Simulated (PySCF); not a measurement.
## Steps of a relaxation of Pb(SiH3)2

Pb(SiH3)2 (singlet; a saddle point, relaxed within its symmetry). PySCF 2.14.0, RKS PBE0, Pb def2-SVP with ECP60, Si def2-SVP, H def2-SVP; non-relativistic Hamiltonian with scalar-relativistic core potentials where named; density fitting; no spin-orbit coupling. Origin of the start: template. Columns: position (Å) and force (eV/Å). Energies are counted from the last step; some of the 14 steps are shown. Forces carry noise of the integration grid, about 0.01 to 0.03 eV/Å.

Run from Python with OMP_NUM_THREADS=2. Where DIIS fails, smearing, a level shift and second-order steps follow.
It took 32 s on 2 threads of Arm Neoverse V2 (shared host), from the converged density of the start.

```xyz
9
step 0  E = 0.860 eV
Pb    0.0000    0.0000   -0.2786     0.00    0.00   -0.86
Si    2.6561    0.0000    0.9101    -0.43    0.00    0.73
H     2.9358   -1.1857    1.7852    -0.06   -0.10    0.00
H     3.7747    0.0000   -0.0893    -0.26    0.00   -0.31
H     2.9358    1.1857    1.7852    -0.06    0.10    0.00
Si   -2.6561    0.0000    0.9101     0.43    0.00    0.73
H    -2.9358    1.1857    1.7852     0.06    0.10    0.00
H    -3.7747    0.0000   -0.0893     0.26    0.00   -0.31
H    -2.9358   -1.1857    1.7852     0.06   -0.10    0.00
```

```xyz
9
step 4  E = 0.193 eV
Pb    0.0000    0.0000   -0.6516     0.00    0.00    0.01
Si    2.2357    0.0000    0.9709    -0.06    0.00    0.03
H     2.4696   -1.2098    1.8315    -0.10    0.01   -0.03
H     3.3288    0.0000   -0.0561     0.10    0.00    0.03
H     2.4696    1.2098    1.8315    -0.10   -0.01   -0.03
Si   -2.2357    0.0000    0.9709     0.06    0.00    0.03
H    -2.4696    1.2098    1.8315     0.10   -0.01   -0.03
H    -3.3288    0.0000   -0.0561    -0.10    0.00    0.03
H    -2.4696   -1.2098    1.8315     0.10    0.01   -0.03
```

```xyz
9
step 9  E = 0.004 eV
Pb    0.0000    0.0000   -1.0824     0.00    0.00    0.03
Si    1.9012    0.0000    0.8972     0.08    0.00   -0.02
H     1.7729   -1.2100    1.7813     0.01    0.03   -0.04
H     3.3007    0.0000    0.3333    -0.13    0.00    0.09
H     1.7729    1.2100    1.7813     0.01   -0.03   -0.04
Si   -1.9012    0.0000    0.8972    -0.08    0.00   -0.02
H    -1.7729    1.2100    1.7813    -0.01   -0.03   -0.04
H    -3.3007    0.0000    0.3333     0.13    0.00    0.09
H    -1.7729   -1.2100    1.7813    -0.01    0.03   -0.04
```

Problem. Where does the relaxation end?

Solution. It converges at step 13 in C2v:
```xyz
9
step 13  E = 0
Pb    0.0000    0.0000   -1.1259
Si    1.8580    0.0000    0.8894
H     1.6897   -1.2093    1.7626
H     3.2761    0.0000    0.4003
H     1.6897    1.2093    1.7626
Si   -1.8580    0.0000    0.8894
H    -1.6897    1.2093    1.7626
H    -3.2761    0.0000    0.4003
H    -1.6897   -1.2093    1.7626
```

Problem. How did the contacts change?

Solution. 
```csv
contact,start (Å),end (Å)
Pb1–Si2 (SiH3),2.910,2.741
Pb1–Si6 (SiH3),2.910,2.741
```
